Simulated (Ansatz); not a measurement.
Basis-set extrapolation for C7H9N (`Cc1cccc(N)c1`) (PBE0-D4/def2-TZVP geometry, frozen core, Ansatz). Multiplicity 1, RHF reference.

|  | def2-TZVPP | def2-QZVPP |
| --- | --- | --- |
| HF | -324.893352 | -324.907478 |
| MP2 correlation | -1.333949 | -1.419730 |
| CCSD(T) correlation | -1.437963 | not run |

Energies in hartree. Use E(X) = E(∞) + A·exp(−7.88·√X) for Hartree–Fock and E(X) = E(∞) + B·X^(−2.97) for correlation, with X = 3 and 4, and add CCSD(T) minus MP2 of the smaller set to the MP2 limit.

Q: What is the CCSD(T) energy at the basis-set limit?

A: HF limit: -324.907478 + (-0.014126) × 0.13774 = -324.90942. MP2 limit: -1.419730 + (-0.085781) × 0.74074 = -1.48327. Higher-order term: -1.437963 − (-1.333949) = -0.10401. Total: -326.49670 hartree, 103.8 kcal/mol below CCSD(T)/def2-TZVPP.
